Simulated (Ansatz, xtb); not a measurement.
Two isomers of C6H5NS

Structure X: `C#Cc1sccc1N`, a singlet. Structure Y: `C#Cc1csc(N)c1`, a singlet. Both are isolated molecules in the gas phase, relaxed with B3LYP-D3(BJ)/def2-SVP; the shapes shown needn't be the lowest conformers.

X (Å):

```yaml
atoms:
  - { symbol: C, position_ang: [-0.0707, 2.5963, -1.6670] }
  - { symbol: C, position_ang: [0.7607, 1.8003, -1.2687] }
  - { symbol: C, position_ang: [1.6916, 0.8589, -0.7879] }
  - { symbol: C, position_ang: [3.7283, -0.4156, -0.1391] }
  - { symbol: C, position_ang: [2.5769, -1.0368, 0.2713] }
  - { symbol: C, position_ang: [1.3935, -0.3169, -0.0965] }
  - { symbol: N, position_ang: [0.1119, -0.7611, 0.1551] }
  - { symbol: S, position_ang: [3.4270, 1.0537, -0.9880] }
  - { symbol: H, position_ang: [-0.7939, 3.3019, -2.0283] }
  - { symbol: H, position_ang: [4.7511, -0.7579, 0.0109] }
  - { symbol: H, position_ang: [2.5594, -1.9843, 0.8116] }
  - { symbol: H, position_ang: [-0.0086, -1.3433, 0.9756] }
  - { symbol: H, position_ang: [-0.6200, -0.0675, 0.0396] }
```

Y (Å):

```yaml
atoms:
  - { symbol: C, position_ang: [-0.4267, 2.7012, -1.6167] }
  - { symbol: C, position_ang: [0.3689, 1.9492, -1.0913] }
  - { symbol: C, position_ang: [1.2970, 1.0548, -0.4810] }
  - { symbol: C, position_ang: [2.3071, 1.4614, 0.3646] }
  - { symbol: C, position_ang: [2.2625, -1.0216, 0.0301] }
  - { symbol: C, position_ang: [1.2717, -0.3747, -0.6684] }
  - { symbol: N, position_ang: [2.5898, -2.3685, 0.0330] }
  - { symbol: S, position_ang: [3.2515, 0.1179, 0.9242] }
  - { symbol: H, position_ang: [-1.1275, 3.3692, -2.0798] }
  - { symbol: H, position_ang: [2.5377, 2.4728, 0.6899] }
  - { symbol: H, position_ang: [2.9512, -2.7310, 0.9099] }
  - { symbol: H, position_ang: [1.8659, -2.9690, -0.3488] }
  - { symbol: H, position_ang: [0.5397, -0.8833, -1.2955] }
```

Q: Estimate which is lower in electronic energy at CCSD(T)/def2-SVP + ΔMP2/def2-TZVPP, and by roughly how much.

A: The CCSD(T)/def2-SVP + ΔMP2/def2-TZVPP calculation puts structure X lower, by 3.9 kcal/mol.

How the difference moves with the method:

```csv
level,geometry,E(Y) − E(X) (kcal/mol),departure from the last row (kcal/mol),"job, with rough time for the two"
GFN2-xTB,GFN2-xTB,+1.6,−2.3,"optimisation, 0.16 s"
HF/STO-3G,GFN2-xTB,+2.1,−1.9,"single point, 0.62 s"
r2SCAN-D4/def2-SVP,GFN2-xTB,+5.1,+1.2,"single point, 7.5 s"
B3LYP-D3(BJ)/def2-SVP,B3LYP-D3(BJ)/def2-SVP,+4.8,+0.8,"optimisation, 90 s"
HF/def2-SVP,B3LYP-D3(BJ)/def2-SVP,+3.1,−0.8,part of the CCSD(T) run
MP2/def2-SVP,B3LYP-D3(BJ)/def2-SVP,+3.6,−0.4,part of the CCSD(T) run
CCSD(T)/def2-SVP,B3LYP-D3(BJ)/def2-SVP,+3.4,−0.6,single point
CCSD(T)/def2-SVP + ΔMP2/def2-TZVPP,B3LYP-D3(BJ)/def2-SVP,+3.9,,"single point, 2.5 min"
```

As drawn, both hold the same kinds of bond in the same numbers.

The levels shown agree on the order. The largest departure from CCSD(T)/def2-SVP + ΔMP2/def2-TZVPP is that of GFN2-xTB, 2.3 kcal/mol. The last row adds to CCSD(T) the change of the MP2 difference between the two basis sets, here +0.6 kcal/mol.

With thermal terms from frequencies at re-optimised GFN2-xTB minima (ideal gas, soft modes damped towards free rotors, one conformer each, 298.15 K, 1 atm): the zero-point term adds −0.1 kcal/mol; ΔH is +3.9 and ΔG +3.8 kcal/mol.

The correlated steps freeze 12 core orbitals. Programs: Ansatz 0.2.0, xtb 6.7.1; the last row on 2 threads of Arm Neoverse V2 on a shared host.
